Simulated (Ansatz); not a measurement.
Start from `[SiH3][Ga]1[O]C[O]1` and change one atom or group to get `[CH3][Ga]1[O]C[O]1`.

Ansatz, PBE0-D4/def2-TZVP geometries, multiplicity 1. 

Scalar relativity is left out up to krypton.

```csv
property,`[SiH3][Ga]1[O]C[O]1`
HOMO energy (PBE/def2-TZVPP) / eV,-6.05
LUMO energy (B3LYP/def2-TZVPP) / eV,-1.73
HOMO energy (B3LYP/def2-TZVPP) / eV,-7.21
LUMO energy (PBE0/def2-TZVPP) / eV,-1.52
HOMO–LUMO gap (PBE0/def2-TZVPP) / eV,5.88
size of the dipole moment (PBE/def2-TZVPP) / D,2.66
```

(1) What does the change do to each property? (An estimate is asked.)

Results:

(1) The calculation gave: 
| property | `[CH3][Ga]1[O]C[O]1` | shift |
| --- | --- | --- |
| HOMO energy (PBE/def2-TZVPP) / eV | -5.92 | 0.13 |
| LUMO energy (B3LYP/def2-TZVPP) / eV | -0.71 | 1.02 |
| HOMO energy (B3LYP/def2-TZVPP) / eV | -7.13 | 0.08 |
| LUMO energy (PBE0/def2-TZVPP) / eV | -0.42 | 1.10 |
| HOMO–LUMO gap (PBE0/def2-TZVPP) / eV | 6.90 | 1.02 |
| size of the dipole moment (PBE/def2-TZVPP) / D | 3.00 | 0.34 |

With PBE0 the HOMO rises by 0.08 eV and the LUMO rises by 1.10 eV, so the gap widens by about 1.02 eV. PBE moves the HOMO by 0.13 eV and ωB97M-V by 0.05 eV. Dipoles are sizes alone; their direction can turn.

Positive LUMOs are unbound, so they and the gaps depend on the basis.

B3LYP here is the variant with VWN-RPA as its local correlation; programs differ in this.
